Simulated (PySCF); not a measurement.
C2H7BrSi, SMILES CC[SiH2]Br.

Geometry optimised at B3LYP-D3(BJ)/def2-SVP. Other conformers were not sampled.

Computed with TDDFT-B3LYP/def2-SVPD (PySCF).

Vertical excitations. Gas-phase values at a fixed geometry.

Computed UV-visible absorptions:
```csv
state,energy (eV),λ (nm),f,main pairs
S1,6.43,193,0.018,HOMO→LUMO 99 %
S2,6.47,192,0.019,HOMO−1→LUMO 99 %
S3,7.24,171,0.032,HOMO→LUMO+1 93 %
S4,7.29,170,0.007,HOMO−1→LUMO+1 93 %
S5,7.60,163,0.004,HOMO−2→LUMO 91 %
S6,7.77,160,0.002,"HOMO−1→LUMO+2 77 %, HOMO→LUMO+2 18 %"
S7,7.83,158,0.003,"HOMO→LUMO+2 71 %, HOMO−1→LUMO+2 18 %"
S8,8.02,155,0.003,"HOMO→LUMO+3 70 %, HOMO→LUMO+5 11 %"
S9,8.12,153,0.006,"HOMO−1→LUMO+3 46 %, HOMO→LUMO+4 21 %, HOMO→LUMO+3 12 %"
S10,8.15,152,0.004,"HOMO→LUMO+4 45 %, HOMO−1→LUMO+3 22 %, HOMO→LUMO+5 12 %"
T1,6.07,204,0,"HOMO→LUMO 83 %, HOMO−1→LUMO 14 %"
T2,6.09,203,0,"HOMO−1→LUMO 83 %, HOMO→LUMO 14 %"
T3,7.04,176,0,HOMO→LUMO+1 91 %
T4,7.13,174,0,HOMO−1→LUMO+1 90 %
```
Triplets are in the Tamm–Dancoff approximation, which puts them higher than full response would, so one can lie above its singlet here.
